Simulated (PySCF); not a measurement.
Compound: C3H10N2OSi2.
Structure used (GFN2-xTB), in Å, numbered top down from 1:
```
atom  x, y, z in Å
C1    -3.095   -0.102    1.280
N2    -1.987   -0.515    0.857
C3    -1.634   -0.511   -0.484
C4    -2.448   -0.898   -1.469
O5    -0.357   -0.187   -0.716
Si6    0.751    0.137    0.447
N7     2.099    0.548   -0.540
Si8    3.699    0.916   -0.010
H9    -3.868    0.349    0.654
H10   -3.298   -0.192    2.337
H11   -2.086   -0.979   -2.477
H12   -3.464   -1.180   -1.272
H13    0.986   -1.047    1.272
H14    0.351    1.289    1.255
H15    1.974    0.390   -1.526
H16    4.397   -0.283    0.469
H17    3.585    1.876    1.086
H18    4.387    1.476   -1.174
```

Computed at PBE0/pcSseg-1 (PySCF, non-relativistic), with Q(14N) = 0.02044 b, Q(17O) = −0.0256 b: N2, 14N (I = 1): χzz = -5.090 MHz, η = 0.392; O5, 17O (I = 5/2): χzz = -9.391 MHz, η = 0.206; N7, 14N (I = 1): χzz = -3.740 MHz, η = 0.473.

(1) Find the zero-field quadrupole resonance frequencies of 14N at N2.

(2) Find the zero-field quadrupole resonance frequencies of 17O at O5.

(3) Where would the pure quadrupole (NQR) lines of 14N at N7 fall for the rigid, isolated species?

Results:

(1) From ν± = (3/4)|χ|(1 ± η/3) and ν0 = |χ|η/2: ν+ 4.316 MHz, ν− 3.319 MHz, ν0 0.998 MHz (imine nitrogen).

(2) From the eigenvalues of H = χ/[4I(2I − 1)] × [3Iz² − I(I + 1) + η(Ix² − Iy²)], steps between neighbouring levels, labelled as for η = 0: ±1/2↔±3/2 1.473 MHz, ±3/2↔±5/2 2.794 MHz (silyl ether oxygen).

(3) From ν± = (3/4)|χ|(1 ± η/3) and ν0 = |χ|η/2: ν+ 3.247 MHz, ν− 2.363 MHz, ν0 0.885 MHz (nitrogen bridging silicon atoms).

In a crystal, neighbours and librations shift these lines. GFN2-xTB bond lengths can be off by several hundredths of an ångström, more for odd bonds, and the gradients follow them. A larger basis could move these couplings by a tenth or more.

One conformer stands for the species.
